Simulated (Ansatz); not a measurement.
`[CH3][SnH2][F]` + HCl → `[CH3][SnH2][Cl]` + H–F at 600 K and 1 bar (ligand exchange at the Sn–F bond).

Program: Ansatz. Geometries: PBE0-D4/def2-TZVP. ΔE: electronic, gas phase. CCSD(T)/CBS adds triple-zeta CCSD(T) − MP2 to the extrapolated MP2 energy (def2 sets, frozen cores). This one scheme is used for every species. def2 core potentials past Kr. For Sn outer-core shells are correlated without core-valence functions, which leaves a few kJ/mol of doubt a bond.

```tsv
species	CCSD(T)/CBS energy (Eh)	H − E (kJ/mol)	S (J/(mol·K))
`[CH3][SnH2][F]`	-354.90084	184.0	392.4
HCl	-460.38127	35.4	207.2
`[CH3][SnH2][Cl]`	-714.90153	183.5	403.5
H–F	-100.39570	42.3	194.0
```

H − E and S are ideal-gas, rigid-rotor, harmonic terms from PBE0-D4/def2-TZVP. 1 Eh = 2625.50 kJ/mol, R = 8.31446 J/(mol·K).

**Question.** By hand: ΔE, ΔH, ΔS and ΔG.

**Answer.** ΔE = (-714.90153) + (-100.39570) − (-354.90084) − (-460.38127) = -0.01512 Eh = -39.7 kJ/mol. Δ(H − E) = 183.5 + 42.3 − 184.0 − 35.4 = 6.4, so ΔH = -33.3 kJ/mol. ΔS = 403.5 + 194.0 − 392.4 − 207.2 = -2.1 J/(mol·K). ΔG = -33.3 − 600 × (-2.1)/1000 = -32.0 kJ/mol.

**Question.** By hand: the equilibrium constant, and the temperature at which ΔG would vanish if ΔH and ΔS stayed fixed.

**Answer.** log₁₀ K = −ΔG/(RT ln 10) = 2.8. ΔG = 0 at ΔH/ΔS = 15857 K, far beyond where these terms or the molecules hold.

The number of gas molecules stays the same, so ΔS is small and ΔH decides. A doubt of 5 kJ/mol in ΔE shifts log₁₀ K by 0.4 here. These are equilibria of isolated gas molecules and say nothing of rates. Largest T1 diagnostic: 0.013 (customary marks: 0.02 for closed shells, 0.045 for open ones).
